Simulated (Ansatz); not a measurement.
`[SiH3][SiH]1BN1` → `B1N[SiH2]1` + `[SiH2]` at 600 K and 1 bar (silylene loss).

Calculated with Ansatz (gas phase, PBE0-D4/def2-TZVP geometries, no zero-point term in ΔE). CCSD(T)/CBS adds triple-zeta CCSD(T) − MP2 to the extrapolated MP2 energy (def2 sets, frozen cores). This one scheme is used for every species.

```json
{"species": "`[SiH3][SiH]1BN1`", "CCSD(T)/CBS energy (Eh)": "-661.25416", "H − E (kJ/mol)": "222.8", "S (J/(mol·K))": "424.2"}
{"species": "`B1N[SiH2]1`", "CCSD(T)/CBS energy (Eh)": "-370.97252", "H − E (kJ/mol)": "156.6", "S (J/(mol·K))": "326.1"}
{"species": "`[SiH2]`", "CCSD(T)/CBS energy (Eh)": "-290.19011", "H − E (kJ/mol)": "52.1", "S (J/(mol·K))": "233.9"}
```

H − E and S are ideal-gas, rigid-rotor, harmonic terms from PBE0-D4/def2-TZVP, for one conformer and one mirror image of each species. 1 Eh = 2625.50 kJ/mol, R = 8.31446 J/(mol·K).

Task: By hand: ΔE, ΔH, ΔS and ΔG.

Result: ΔE = (-370.97252) + (-290.19011) − (-661.25416) = 0.09153 Eh = 240.3 kJ/mol. Δ(H − E) = 156.6 + 52.1 − 222.8 = -14.1, so ΔH = 226.2 kJ/mol. ΔS = 326.1 + 233.9 − 424.2 = 135.8 J/(mol·K). ΔG = 226.2 − 600 × (135.8)/1000 = 144.7 kJ/mol.

Task: By hand: the equilibrium constant, and the temperature at which ΔG would vanish if ΔH and ΔS stayed fixed.

Result: log₁₀ K = −ΔG/(RT ln 10) = -12.6. ΔG = 0 at ΔH/ΔS = 1666 K.

The number of gas molecules changes by +1, which sets the sign of ΔS. A doubt of 5 kJ/mol in ΔE shifts log₁₀ K by 0.4 here. Other conformers and mirror images would add mixing entropy, several J/(mol·K) or more a flexible species. These are equilibria of isolated gas molecules and say nothing of rates. Largest T1 diagnostic: 0.015 (customary marks: 0.02 for closed shells, 0.045 for open ones).
